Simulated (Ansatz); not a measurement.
CH2GaN, 5 atoms. Total charge 0; spin multiplicity 1. Correlated methods include outer-core shells of Ga, which these sets cover unevenly. Scalar relativity is left out up to krypton. The bonds changed during the relaxation, so this is another structure than the one it started from. All runs use 2 threads of an Arm Neoverse V1 on a shared host. Correlated methods freeze the cores. Open-shell runs search over several starts.

(1) Give the basis size and wall time and peak host memory of each of these runs in Ansatz. RKS LC-ωPBE/def2-TZVPP energy; UKS ωB97X-V/def2-TZVPP energy of the cation; RKS ωB97M-V/def2-TZVPP energy and forces; RHF-CCSD(T)/def2-SVP energy; RKS PBE0-D4/def2-QZVPP energy; RHF-CCSD(T)/def2-TZVPP energy; UKS ωB97M-V/def2-TZVPP energy of the cation; RKS PBE0-D4/def2-TZVP relaxation (14 steps); UKS PBE-D4/def2-TZVPP energy of the cation; UHF-CCSD(T)/def2-TZVPP energy of the cation; UKS PBE0-D4/def2-TZVPP energy of the cation; UKS B3LYP-D4/def2-TZVPP energy of the cation. (Best estimate.)

## Answers

(1) Ansatz gave: Other jobs shared the machine, so times are rough.

```
                  level                    job  functions  wall time  peak host memory (GiB)
 RKS LC-ωPBE/def2-TZVPP                 energy        138      1.7 s                     0.3
   RHF-CCSD(T)/def2-SVP                 energy         70      1.8 s                     0.3
  UKS PBE-D4/def2-TZVPP   energy of the cation        138      2.1 s                     0.3
 UKS PBE0-D4/def2-TZVPP   energy of the cation        138      2.9 s                     0.3
UKS B3LYP-D4/def2-TZVPP   energy of the cation        138      3.2 s                     0.3
 RKS PBE0-D4/def2-QZVPP                 energy        263        4 s                    0.61
 RKS ωB97M-V/def2-TZVPP      energy and forces        138        7 s                    0.31
 UKS ωB97X-V/def2-TZVPP   energy of the cation        138      8.5 s                    0.42
 UKS ωB97M-V/def2-TZVPP   energy of the cation        138       11 s                    0.45
 RHF-CCSD(T)/def2-TZVPP                 energy        138       17 s                    0.76
  RKS PBE0-D4/def2-TZVP  relaxation (14 steps)        122       28 s                    0.22
 UHF-CCSD(T)/def2-TZVPP   energy of the cation        138       64 s                     1.8
```

B3LYP here is the variant with VWN-RPA as its local correlation; programs differ in this. LC-ωPBE has ω = 0.4 bohr⁻¹.
